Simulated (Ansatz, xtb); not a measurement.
Breaking the Si1–H2 bond in HISi (SMILES [SiH]I) (multiplicity 1 held, fragments rigid). Energies count from the point at 1.522 Å.
Geometry at that point (charge 0, multiplicity 1):
```csv
atom,x (Å),y (Å),z (Å)
Si,-1.1214,-0.9327,1.2781
H,-2.0942,-1.3863,0.1983
I,0.3357,0.2725,-0.3414
```

R- and RO- levels are restricted; in cc, def2 and unpolarised 6-31G sets they are followed outwards from rest. Unrestricted levels (U-) break spin symmetry where that is lower. Curves can end on different states.

Correlated levels freeze the cores. Filled d and f shells under p-block atoms count as core.

Run with Ansatz (Gaussian basis) for Hartree–Fock, density functionals and correlated methods; xtb for the GFN methods. Values without a source in brackets are computed. In def2 rows elements past Kr take small-core potentials, without spin–orbit coupling. The GFN methods have no spin term and hold the electronic entropy of 300 K.

One of these levels gives 3.635 eV for the energy at R = 4.872 Å. Which?
A. GFN2-xTB
B. U-SCS-MP2/def2-SVP
C. R-MP2/def2-SVP
D. U-HF/def2-SVP

A, GFN2-xTB. The others give 2.394 (U-HF/def2-SVP), 4.258 (R-MP2/def2-SVP), 2.925 (U-SCS-MP2/def2-SVP)

Doubts at one or more of the structures used: a spin-contaminated determinant (U-HF/def2-SVP, U-SCS-MP2/def2-SVP); a restricted determinant that unrestricted orbitals would lower (R-MP2/def2-SVP).

Ansatz is a program for electronic structure.
